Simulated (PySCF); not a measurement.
# Polarisability and C₆ of S⁻ (sulfur, charge -1)

[Ne] 3s2 3p5, 2P determinant. Calculation: PySCF 2.14, in dyall-acv3z; the spin-free X2C one-electron Hamiltonian (Gaussian nucleus). Coupled (time-dependent) response in atomic units; α is the mean over directions.

```
   method  mean α (bohr³)         α xx, yy, zz  C₆ (like pair)  S(−4)
      UHF           40.74  31.73, 45.24, 45.24           400.2  617.4
BHandHLYP           43.55  33.65, 48.50, 48.50           432.8  765.7
```

S(−4) is the Cauchy moment in α(ω) = α(0) + S(−4) ω² + …

α(iu) at UHF:

```json
{"u (hartree)": "0", "α(iu) (bohr³)": "40.74"}
{"u (hartree)": "0.0500", "α(iu) (bohr³)": "39.29"}
{"u (hartree)": "0.100", "α(iu) (bohr³)": "35.84"}
{"u (hartree)": "0.200", "α(iu) (bohr³)": "27.96"}
{"u (hartree)": "0.300", "α(iu) (bohr³)": "21.51"}
{"u (hartree)": "0.500", "α(iu) (bohr³)": "13.09"}
{"u (hartree)": "0.750", "α(iu) (bohr³)": "7.698"}
{"u (hartree)": "1.00", "α(iu) (bohr³)": "4.975"}
{"u (hartree)": "1.50", "α(iu) (bohr³)": "2.543"}
{"u (hartree)": "2.00", "α(iu) (bohr³)": "1.546"}
{"u (hartree)": "3.00", "α(iu) (bohr³)": "0.7626"}
{"u (hartree)": "5.00", "α(iu) (bohr³)": "0.3206"}
```

For an ion, C₆ is the dispersion term alone; charge-induced terms of lower order in 1/R come first.

The components differ because the open shell of this determinant is not spherical; for a pure term their mean is the scalar polarisability.
